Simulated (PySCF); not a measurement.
# How good is the calculation?

Atom-mapped SMILES (the numbers label the heavy atoms): `[OH:1][c:2]1[cH:3][cH:4][cH:5][c:6]([F:7])[cH:8]1`. Hydrogens are named by the atom that carries them.

What is known from experiment: δ 19F F7 -112.2 ppm (measured; G. Saielli, R. Bini, A. Bagno, Computational 19F NMR. 2. Organic compounds, RSC Adv. 2014, ESI (exp. from Berger-Braun-Kalinowski 1994 and Everett 1995)).
δ 17O O1 80.0 ppm (measured; liquid, neat, 295 K; 17O NMR survey of organic solvents and oxofluorinated compounds, PMC5915748). Coupling constants: 1J(C6,F7) 244.5 Hz, 2J(C8,F7) 24.8 Hz, 3J(C2,F7) 11.3 Hz, 4J(C3,F7) 3.0 Hz, 3J(C4,F7) 10.2 Hz, 2J(C5,F7) 21.2 Hz.

Computed data (PySCF): B3LYP/pcJ-1 coupling constants (spin–dipole term only in couplings to heteroatoms), coordinates at the PBE0-D3(BJ)/def2-SVP level, shielding tensors at PBE0/pcSseg-1 (GIAO). No relativistic terms, gas phase, a single conformation.

Question: Set the calculated values beside the experiment.

Answer: 
Reference values: measured (G. Saielli, R. Bini, A. Bagno, Computational 19F NMR. 2. Organic compounds, RSC Adv. 2014, ESI (exp. from Berger-Braun-Kalinowski 1994 and Everett 1995)).
```tsv
atoms	quantity	reference	computed	computed, scaled
F7	δ 19F vs CFCl3	-112.2	-109.6	-109.2
```

Reference values: measured (liquid, neat, 295 K; 17O NMR survey of organic solvents and oxofluorinated compounds, PMC5915748).
```
atoms                 quantity  reference  computed  computed, scaled
   O1  δ 17O vs D2O (external)       80.0         –              79.5
```

Computed shifts are σ(ref) − σ with the named reference compound (TMS for H and C) calculated as an isolated molecule at the same level. The measured values may be among those fitted. Shieldings were converted by a linear fit to measured shifts: 17O (scatter 13.5 ppm rms, 14.3 ppm with the 1 outlier that the fit left out vs liquid water, solution or neat liquid); 19F (scatter 6.9 ppm rms, 7.8 ppm with the 5 outliers that the fit left out vs CFCl3, solution or neat liquid, with a term for F on sp3 carbon). A few per cent of atoms miss by over 2 rms, more outside the fitted compound classes.

Coupling constants in Hz (some tables give magnitudes without signs):
| coupling | reference | computed | source |
| --- | --- | --- | --- |
| 1J(C6,F7) | 244.5 | -315.0 | measured; liquid or solution; F. J. Weigert, PhD thesis, Caltech 1968 (Carbon-13 magnetic resonance spectroscopy) |
| 2J(C8,F7) | 24.8 | 21.8 | measured; liquid or solution; F. J. Weigert, PhD thesis, Caltech 1968 (Carbon-13 magnetic resonance spectroscopy) |
| 3J(C2,F7) | 11.3 | 6.5 | measured; liquid or solution; F. J. Weigert, PhD thesis, Caltech 1968 (Carbon-13 magnetic resonance spectroscopy) |
| 4J(C3,F7) | 3.0 | 5.5 | measured; liquid or solution; F. J. Weigert, PhD thesis, Caltech 1968 (Carbon-13 magnetic resonance spectroscopy) |
| 3J(C4,F7) | 10.2 | 7.4 | measured; liquid or solution; F. J. Weigert, PhD thesis, Caltech 1968 (Carbon-13 magnetic resonance spectroscopy) |
| 2J(C5,F7) | 21.2 | 18.6 | measured; liquid or solution; F. J. Weigert, PhD thesis, Caltech 1968 (Carbon-13 magnetic resonance spectroscopy) |
